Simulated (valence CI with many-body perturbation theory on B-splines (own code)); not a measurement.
Results of a calculation; reference values are marked as such.
**Ladder of approximations for Si⁷⁺**

Level of theory: valence CI with perturbative core correlation (CI+MBPT): five valence electrons over a frozen Dirac-Fock core [He], a basis of 9 s, 9 p, 8 d, 6 f, 3 g, 1 h functions for each j, with the one-electron correlation potential Σ1 (screened to all orders), the two-electron term Σ2, the three-electron term Σ3, Breit, model QED; selected single and double excitations, second order for the rest, scaled by the run's own slope (own B-spline code, finite nucleus).

No measured levels were compared; by estimate levels hold to about 100 cm⁻¹ or 0.05 % of their energy and the worst to 300 or 400 cm⁻¹, as in measured light ions of charge 2 to 7. Among the levels kept, up to 2100 cm⁻¹ of a level comes from second order outside the variational space, and about a tenth of that is noise between levels of different J, which matters for small intervals.

Each rung adds one term. CI alone is the Dirac-Coulomb CI over the frozen core; QED comes last and gives the full result, which names the levels. Energies are above 2s²2p³ ⁴S°_3/2 on the same rung, in cm⁻¹.

Letters in brackets count levels of one name in rising energy.

| Level | CI alone | Σ1 | Σ2 | Σ3 | Breit | QED | Full |
| --- | --- | --- | --- | --- | --- | --- | --- |
| 2s²2p³ ²D°_3/2 | 69237 | +41 | +311 | -258 | +124 | 0 | 69454 |
| 2s²2p³ ²D°_5/2 | 69848 | +47 | +299 | -258 | -237 | +3 | 69700 |
| 2s²2p³ ²P°_1/2 | 105334 | +33 | +619 | -337 | +77 | -8 | 105718 |
| 2s²2p³ ²P°_3/2 | 105990 | +39 | +599 | -336 | -28 | -5 | 106258 |
| 2s2p⁴ ⁴P_5/2 | 314466 | -888 | -309 | -241 | +42 | -311 | 312759 |
| 2s2p⁴ ⁴P_3/2 | 318009 | -872 | -307 | -243 | +56 | -301 | 316341 |
| 2s2p⁴ ⁴P_1/2 | 320005 | -864 | -302 | -244 | -75 | -296 | 318224 |
| 2s2p⁴ ²D_5/2 | 433199 | -838 | -608 | -586 | -82 | -309 | 430776 |
| 2s2p⁴ ²D_3/2 | 433107 | -839 | -607 | -586 | +33 | -310 | 430797 |
| 2s2p⁴ ²S_1/2 | 507125 | -803 | -339 | -726 | +277 | -311 | 505224 |
| 2s2p⁴ ²P_3/2 | 535088 | -862 | -1954 | -1019 | +92 | -326 | 531019 |
| 2s2p⁴ ²P_1/2 | 539566 | -841 | -1932 | -1017 | -48 | -313 | 535416 |
| 2p⁵ ²P°_3/2 | 826042 | -1678 | -2308 | -1022 | +258 | -613 | 820678 |
| 2p⁵ ²P°_1/2 | 832071 | -1652 | -2306 | -1021 | -71 | -597 | 826424 |
| 2s²2p²3s ⁴P_1/2 | 1429100 | +1445 | +229 | -503 | -117 | +93 | 1430250 |
| 2s²2p²3s ⁴P_3/2 | 1431520 | +1456 | +226 | -503 | -275 | +100 | 1432520 |
| 2s²2p²3s ⁴P_5/2 | 1435210 | +1472 | +231 | -504 | -704 | +110 | 1435820 |
| 2s²2p²3s ²P_1/2 | 1448890 | +1454 | +17 | -504 | -183 | +98 | 1449780 |
| 2s²2p²3s ²P_3/2 | 1453310 | +1472 | +16 | -506 | -627 | +110 | 1453770 |
| 2s²2p²3s ²D_5/2 | 1487630 | +1499 | +364 | -673 | -574 | +108 | 1488360 |
| 2s²2p²3s ²D_3/2 | 1487720 | +1500 | +361 | -672 | -562 | +108 | 1488460 |
| 2s²2p²3p ²S°_1/2 | 1504300 | +1302 | +74 | -512 | -376 | +31 | 1504820 |
| 2s²2p²3p ⁴D°_1/2 | 1512750 | +1285 | +72 | -503 | -58 | +21 | 1513570 |
| 2s²2p²3p ⁴D°_3/2 | 1514130 | +1291 | +62 | -503 | -148 | +24 | 1514860 |
| 2s²2p²3p ⁴D°_5/2 | 1516480 | +1301 | +47 | -503 | -335 | +31 | 1517020 |
| 2s²2p²3p ⁴D°_7/2 | 1519740 | +1315 | +73 | -505 | -745 | +40 | 1519920 |
| 2s²2p²3p ⁴P°_1/2 | 1521530 | +1295 | +72 | -501 | -258 | +28 | 1522160 |
| 2s²2p²3p ⁴P°_3/2 | 1522320 | +1296 | +75 | -502 | -353 | +28 | 1522870 |
| 2s²2p²3p ⁴P°_5/2 | 1524520 | +1306 | +104 | -504 | -606 | +36 | 1524850 |
| 2s²2p²3p ²D°_3/2 [a] | 1532400 | +1305 | +133 | -542 | -290 | +28 | 1533030 |
| 2s²2p²3p ²D°_5/2 [a] | 1536910 | +1325 | +124 | -544 | -663 | +41 | 1537190 |

The middle columns are the shifts that each term adds.

Problem. How does the ionisation energy move along the ladder, and which term matters most?

Solution. CI alone 303.41, + Σ1 303.60, + Σ2 303.61, + Σ3 303.55, + Breit 303.53, + QED 303.53 eV. The largest step is Σ1, 0.20 eV. NIST lists 303.59 ± 0.05 eV (semi-empirical).
